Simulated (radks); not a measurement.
Results of a calculation; reference values are marked as such.
Task: The mean radii <r> (bohr) of the occupied orbitals of an atom or ion are listed with their occupations. Level of theory: scalar-relativistic Kohn-Sham, PBE, spin-unpolarised, spherical densities, finite nucleus; Fermi nuclear charge, rms radius of each element as measured or else 0.836 A^(1/3) + 0.57 fm (a radial shooting solver on a logarithmic mesh with Libxc functionals).

| orbital | occ. | <r> |
|---|---|---|
| 1s | 2 | 0.01774 |
| 2s | 2 | 0.07491 |
| 2p | 6 | 0.06728 |
| 3s | 2 | 0.1939 |
| 3p | 6 | 0.1945 |
| 3d | 10 | 0.1762 |
| 4s | 2 | 0.4319 |
| 4p | 6 | 0.4594 |
| 4d | 10 | 0.4890 |
| 5s | 2 | 1.006 |
| 4f | 14 | 0.5566 |
| 5p | 6 | 1.170 |
| 5d | 6 | 1.754 |
| 6s | 1 | 2.781 |

Name the element and its charge.

Result: Z = 76, osmium, charge +1: Os+ in [Xe] 4f14 5d6 6s1. The 1s radius gives Z: for a bare nucleus <r> = (2 gamma + 1)/(2Z) with gamma = sqrt(1 - (Z/c)^2), 0.01753 bohr for Z = 76, and screening makes it slightly larger (0.01774 here). The occupations add up to 75, and the charge is Z minus that.
